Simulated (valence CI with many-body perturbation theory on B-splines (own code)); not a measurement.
Results of a calculation; reference values are marked as such.
Ho⁵³⁺: input, log and results

Method: valence CI with perturbative core correlation (CI+MBPT): four valence electrons over a frozen Dirac-Fock core [Ne], a basis of 11 s, 11 p, 10 d, 8 f, 5 g, 2 h functions for each j, with the one-electron correlation potential Σ1 (screened to all orders), the two-electron term Σ2, the three-electron term Σ3, Breit, model QED; selected single and double excitations, second order for the rest, scaled by the run's own slope (own B-spline code, finite nucleus).

Command, and the settings that its task file holds:

```sh
python run_cv.py task.json out
```

```
atom Ho  Z=67  mass_number=165  rms_radius_fm=5.2022
core [Ne]
valence 3s2 3p2
avg = 1
basis = M
breit = 1
cap = 32000
capref = 2000
cscale = 1
de = 0.0
dress = 0
eps = 2e-08
extrap = 1
h = 0.27
hh = 1
l2 = 3
lcore = 6
maxit = 60
n2 = 5
natural = 1
nlev = 150
nno = [5, 5, 5, 4, 2, 1]
nroot = 36
nsp = [6, 6, 5, 4, 3, 1]
pt2 = 1
qed = 1
rpa = 1
s1 = 1
s2 = 1
s3 = 1
screen = 1
tol = 2e-05
whole = 1
```

It took 96 s on 1 thread of Arm Neoverse V2 (shared host).

Log. The first blocks belong to the next ion, which gives the ionisation energy. Fields: 2J, parity (1 odd), roots, reference size, generating configurations, candidates as configurations/state functions, variational space P, stored matrix elements, Davidson steps; e2 is the range of second-order energies in hartree. The first line gives the box (bohr), its intervals, the orbitals and the steps of their self-consistent field. Window is the range of levels sought, series limit the energy at which the first omitted orbital would enter, core excitation an estimate of the first excitation out of the core, left out the lowest levels not solved, and shifts from estimates the range by which levels moved from their first estimate, all in cm⁻¹.

```
rmax 3.5 intervals 57 orbitals 83 references ['3s2 3p2', '3s 3p3', '3s2 3p 3d', '3s 3p2 3d', '3p4'] scf 3 t 0.7
2J=1 par=1 roots 2 ref 37 generators 5 cand 5816/8892 P 2136/3179 nnz 1.8e+06 it 5
2J=1 par=1 roots 2 ref 37 generators 7 cand 3710/5750 P 2804/4241 nnz 2.9e+06 it 4
   second order: generators 10 cand 4380/6871 e2 -0.00001 -0.00001
reference levels 1250, estimated 408, window 9705241 1/cm; series limit 34889391, core excitation 54360708
2J=0 par=0 roots 13 ref 61 generators 22 cand 16732/29502 P 4166/6399 nnz 2.8e+06 it 5
2J=0 par=0 roots 13 ref 61 generators 22 cand 14231/25664 P 12933/22186 nnz 2.8e+07 it 7
   second order: generators 31 cand 24453/54607 e2 -0.00005 -0.00000
2J=2 par=0 roots 18 ref 125 generators 18 cand 20743/84458 P 1962/6396 nnz 4.3e+06 it 5
2J=2 par=0 roots 18 ref 125 generators 20 cand 19683/81056 P 8433/32000 nnz 6.9e+07 it 7
   second order: generators 31 cand 28092/149618 e2 -0.00075 -0.00021
2J=4 par=0 roots 26 ref 164 generators 25 cand 22179/120372 P 1802/6397 nnz 4.5e+06 it 8
2J=4 par=0 roots 26 ref 164 generators 28 cand 21516/118407 P 7674/31994 nnz 6.7e+07 it 9
   second order: generators 44 cand 30794/232618 e2 -0.00262 -0.00065
2J=4 par=1 roots 29 ref 174 generators 25 cand 22292/120888 P 1618/6400 nnz 4.7e+06 it 6
2J=4 par=1 roots 29 ref 174 generators 26 cand 21568/118089 P 7072/31998 nnz 7.1e+07 it 9
   second order: generators 37 cand 31344/232196 e2 -0.00359 -0.00089
2J=2 par=1 roots 25 ref 143 generators 24 cand 20808/84806 P 2101/6398 nnz 4.1e+06 it 8
2J=2 par=1 roots 25 ref 143 generators 25 cand 19676/81419 P 8899/31999 nnz 6.4e+07 it 8
   second order: generators 38 cand 27838/149925 e2 -0.00182 -0.00050
2J=6 par=1 roots 23 ref 147 generators 21 cand 22545/133874 P 1674/6399 nnz 4.7e+06 it 5
2J=6 par=1 roots 23 ref 147 generators 22 cand 21605/130422 P 6906/31999 nnz 7.1e+07 it 8
   second order: generators 38 cand 31623/268625 e2 -0.00319 -0.00129
2J=0 par=1 roots 10 ref 54 generators 14 cand 16613/29125 P 3970/6399 nnz 3.1e+06 it 5
2J=0 par=1 roots 10 ref 54 generators 17 cand 14251/25279 P 13470/24002 nnz 3.4e+07 it 6
   second order: generators 24 cand 18630/40880 e2 -0.00003 -0.00000
2J=6 par=0 roots 16 ref 123 generators 16 cand 22490/133345 P 1543/6399 nnz 4.9e+06 it 5
2J=6 par=0 roots 16 ref 123 generators 17 cand 21659/130146 P 6433/31996 nnz 7.4e+07 it 8
   second order: generators 31 cand 31939/268468 e2 -0.00252 -0.00085
2J=8 par=1 roots 13 ref 91 generators 11 cand 21321/124617 P 1663/6399 nnz 4.6e+06 it 7
...
2J=10 par=0 roots 3 ref 28 generators 9 cand 16195/95539 P 6431/32000 nnz 8.7e+07 it 5
   second order: generators 11 cand 17863/143465 e2 -0.00053 -0.00016
2J=10 par=1 roots 5 ref 40 generators 5 cand 16123/95469 P 2008/6400 nnz 4.3e+06 it 4
2J=10 par=1 roots 5 ref 40 generators 10 cand 16147/95662 P 6719/31996 nnz 8.1e+07 it 5
   second order: generators 16 cand 24139/183632 e2 -0.00067 -0.00037
2J=12 par=1 roots 2 ref 12 generators 2 cand 8447/51228 P 2034/6400 nnz 5.5e+06 it 4
2J=12 par=1 roots 2 ref 12 generators 2 cand 7374/47338 P 4861/22846 nnz 6.2e+07 it 4
   second order: generators 8 cand 14720/82376 e2 -0.00008 -0.00007
left out: unestimated 14065696, estimated 10241147, shifts from estimates -23 to 178
operators 0.7
```

The Davidson iterations converged.

No measured spectrum was set against this ion. As an estimate, large intervals hold to a few tenths of a per cent, small ones and those within an open d or f shell to about a per cent. Among the levels kept, up to 580 cm⁻¹ of a level comes from second order outside the variational space, and about a tenth of that is noise between levels of different J, which matters for small intervals.

```yaml
Valence_energy: -790.3695 hartree
Ionisation_energy: "5137.2 eV (NIST: 5135 ± 5 eV (theoretical))"
Reference_configurations_for_the_orbitals: 3s2 3p2, 3s 3p3, 3s2 3p 3d, 3s 3p2 3d, 3p4
Radial_orbitals: 83
Box_radius: 3.49 bohr
Largest_variational_space: 32000
Lowest_levels: (3s^2 3p1/2^2) J=0 0.00, (3s^2 3p1/2 3p3/2) J=1 213.95, (3s^2 3p1/2 3p3/2) J=2 222.30, (3s 3p1/2^2 3p3/2) J=2 357.54, (3s 3p1/2^2 3p3/2) J=1 382.76, (3s^2 3p1/2 3d3/2) J=2 408.14, (3s^2 3p3/2^2) J=2 442.42, (3s^2 3p1/2 3d3/2) J=1 445.37, (3s^2 3p3/2^2) J=0 460.51, (3s^2 3p1/2 3d5/2) J=2 475.22, (3s^2 3p1/2 3d5/2) J=3 476.07, (3s 3p1/2^2 3d3/2) J=1 555.18, (3s 3p1/2^2 3d3/2) J=2 561.38, (3s 3p1/2 3p3/2^2) J=2 [a] 566.25 eV
```

Levels are named by their leading jj configuration (3d3/2^4 stands for four electrons in 3d with j = 3/2), which in mixed levels can hold well under half, so a name can repeat and another be missing. Letters in brackets count levels of one name in rising energy.
